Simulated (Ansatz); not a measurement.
Reaction (formal exchange of groups at the Si–O bond): `C=C[SiH2]O[SiH](F)F` + `[CH3][GeH3]` → `F[SiH](F)[CH2][GeH3]` + `C=C[SiH2]O`

Computed with Ansatz on PBE0-D4/def2-TZVP structures; ΔE is electronic, products minus reactants. CCSD(T)/CBS is the MP2 limit (def2-TZVPP, def2-QZVPP) plus CCSD(T) − MP2 in def2-TZVPP, frozen cores. For Ge outer-core shells are correlated without core-valence functions, which leaves a few kJ/mol of doubt a bond. Scalar relativity is left out up to krypton. Each species was taken in one conformer, which may not be the lowest.

| species | MP2/def2-QZVPP energy (Eh) |
| --- | --- |
| `C=C[SiH2]O[SiH](F)F` | -932.68510 |
| `[CH3][GeH3]` | -2117.51219 |
| `F[SiH](F)[CH2][GeH3]` | -2606.26256 |
| `C=C[SiH2]O` | -443.88550 |

(1) Work out ΔE.

Largest T1 diagnostic among the species: 0.012.

## Answers

(1) ΔE = (-2606.26256) + (-443.88550) − (-932.68510) − (-2117.51219) = 0.04923 Eh = +30.9 kcal/mol. CCSD(T)/CBS gives +30.7 kcal/mol.

From PBE to PBE0 (25 % exact exchange), in def2-TZVPP and without D4, ΔE moves by +1.4 kcal/mol. In def2-TZVPP, CCSD(T) changes the Hartree–Fock value by −5.0 kcal/mol (the triples alone add −0.7 kcal/mol) and MP2 by −5.2 kcal/mol.
